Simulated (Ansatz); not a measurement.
Computed with Ansatz on PBE0-D4/def2-TZVP structures; ΔE is electronic, products minus reactants. CCSD(T)/CBS is the MP2 limit (def2-TZVPP, def2-QZVPP) plus CCSD(T) − MP2 in def2-TZVPP, frozen cores. Functionals use def2-TZVPP. B3LYP here is the variant with VWN-RPA as its local correlation; programs differ in this. HSE06 is defined as in plane-wave codes. For Ge outer-core shells are correlated without core-valence functions, which leaves a few kJ/mol of doubt a bond. Scalar relativity is left out up to krypton. Each species was taken in one conformer, which may not be the lowest.

Consider the isomerisation: `[F][GeH2][C]1=CC1` → `FC1=[CH][GeH2][CH2]1`.

`[F][GeH2][C]1=CC1`:

Cartesian coordinates in Å:
```
F 2.559 -1.185 0.090
Ge 0.926 -1.236 0.693
C -0.025 0.183 -0.141
C -0.070 1.191 -0.951
C -1.356 0.903 -0.272
H 0.360 -2.607 0.301
H 1.018 -1.042 2.212
H 0.450 1.825 -1.649
H -1.695 1.543 0.541
H -2.165 0.425 -0.825
```

`FC1=[CH][GeH2][CH2]1`:

```xyz
10

F    -1.045   -1.515   -1.566
C    -0.525   -0.739   -0.611
C    -0.738   -0.844    0.703
Ge    0.432    0.671    1.003
C     0.399    0.382   -0.968
H    -1.357   -1.561    1.224
H     1.771    0.407    1.709
H    -0.206    1.973    1.513
H     1.332    0.061   -1.434
H    -0.062    1.165   -1.573
```

| level | ΔE (kJ/mol) | difference from CCSD(T)/CBS |
| --- | --- | --- |
| LDA (SPW92) | -56.0 | -32.8 |
| r2SCAN-D4 | -26.8 | -3.6 |
| HSE06-D4 | -32.7 | -9.5 |
| BHLYP-D4 | -17.8 | 5.4 |
| B2PLYP | -15.3 | 7.9 |
| PBE | -30.9 | -7.7 |
| revPBE | -22.7 | 0.5 |
| B3LYP | -16.0 | 7.2 |
| r2SCANh | -26.4 | -3.2 |
| r2SCAN0 | -26.4 | -3.2 |
| HSE06 | -31.5 | -8.3 |
| LC-ωPBE | -20.8 | 2.4 |
| HF/def2-SVP | -5.8 | 17.4 |
| CCSD(T)/def2-SVP | -14.0 | 9.2 |
| MP2/def2-TZVPP | -14.0 | 9.2 |
| MP2/CBS(def2) | -15.1 | 8.1 |
| CCSD(T)/CBS | -23.2 | 0 |

Largest T1 diagnostic among the species: 0.012.

Leaving LDA and LC-ωPBE aside and taking each functional with its dispersion term where it has one, the values spread over 17.4 kJ/mol, from HSE06-D4 to B2PLYP. LDA lies −25.1 kJ/mol from PBE without D4. At CCSD(T), def2-SVP lies +9.2 kJ/mol from the extrapolated value and def2-TZVPP +1.1 kJ/mol.
